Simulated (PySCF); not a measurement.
**Cr(OH)3, quartet: structure and spectrum**

These are results of UB3LYP in PySCF with Cr def2-SVP, O def2-SVP, H def2-SVP; no relativity; density-fitted integrals, not measurements.

The structure is a higher-order saddle point with 4 imaginary modes.

Coordinates in bohr (charge 0 multiplicity 4):
```
Cr    0.0000    0.0000    0.0000
O     3.3370    0.0221    0.0000
O    -1.6876    2.8789    0.0000
O    -1.6494   -2.9010    0.0000
H     4.5193   -1.3636    0.0000
H    -1.0787    4.5957    0.0000
H    -3.4406   -3.2320    0.0000
```

```json
{
  "Point group": "C3h",
  "Bond lengths": "Cr–O 1.766 Å (×3), O–H 0.964 Å (×3)",
  "Bond angles": "Cr–O–H 130.1° (×3), O–Cr–O 120.0° (×3)",
  "Principal quadrupole moments (Buckingham, traceless) about the centre of mass": "-3.13, 1.56, 1.57 D Å",
  "Atomisation energy without zero-point energy": "2366 kJ/mol",
  "Dipole moment": "0.00 D",
  "Zero-point energy (real modes)": "94.0 kJ/mol",
  "Spin squared ⟨S²⟩": "3.785",
  "Lowest empty level (α)": "-2.29 eV",
  "Highest occupied level (α)": "-6.07 eV",
  "Rotational constants": "0.2001, 0.2001, 0.1 cm⁻¹",
  "Principal polarisabilities": "20.9, 43.7, 43.7 bohr³"
}
```

Harmonic modes (masses in u: Cr 51.941, O 15.995, H 1.008):
```csv
symmetry,ω (cm⁻¹),"IR (km/mol, summed over degenerate members)",μ (u)
a'',731i,–,1.12
e'',523i,–,1.13
a'',210i,–,8.68
e',177,30.6,3.88
a',464,0.0,1.15
e',496,522,1.40
a',681,0.0,7.25
e',779,349,6.57
e',3886,543,1.07
a',3893,0.0,1.07
```

In C3h the vibrations span 2a'' + e'' + 4e' + 3a'. The a', e'' modes carry no infrared intensity, as symmetry demands.

Charges (e):
```
  atom  Mulliken  Löwdin  polar tensor  spin (Mulliken)  Mayer order to Cr1
   Cr1      0.90    0.35          1.81             3.00                   –
O2,3,4     -0.49   -0.21         -0.95             0.00                1.08
H5,6,7      0.19    0.09          0.35             0.00                0.03
```
Other Mayer orders above 0.3: O–H 0.95 (×3).

Mulliken populations on Cr1: s 6.30, p 12.48, d 4.31, f 0.01.

This need not be the most stable arrangement of these atoms. Other spin states or occupations of the open shell can lie lower. At this level a quartet minimum of C3v symmetry lies 58 kJ/mol below this structure.

The final relaxation and frequency run took about 6 core-minutes on a shared host.
